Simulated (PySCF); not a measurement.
Computed shifts of a molecule C2H5NOSi, PBE/pcSseg-1 run with PySCF, GIAO, gas phase, equivalent atoms averaged, in ppm (number of nuclei): ¹⁵N: 304.2 (1). ¹³C: 116.2 (1), 4.9 (1). ²⁹Si: -13.1 (1). ¹H: 5.57 (2), 2.20 (2), 0.90 (1). References: ¹⁵N against NH3 (σ = 267.0 ppm); ¹³C against TMS (σ = 182.0 ppm); ²⁹Si against TMS (σ = 335.4 ppm); ¹⁷O against H2O (σ = 334.3 ppm); ¹H against TMS (σ = 31.49 ppm), references at their B3LYP-D3(BJ)/def2-TZVP geometries, non-relativistic. Geometry optimised at B3LYP-D3(BJ)/def2-SVP. Other conformers were not sampled.

Q: Which structure fits?
A. O=C/N=C/[SiH3]
B. C#C[Si@H](N)O
C. N#CC[SiH2]O
D. C1=NCO[SiH2]1

A: C, N#CC[SiH2]O
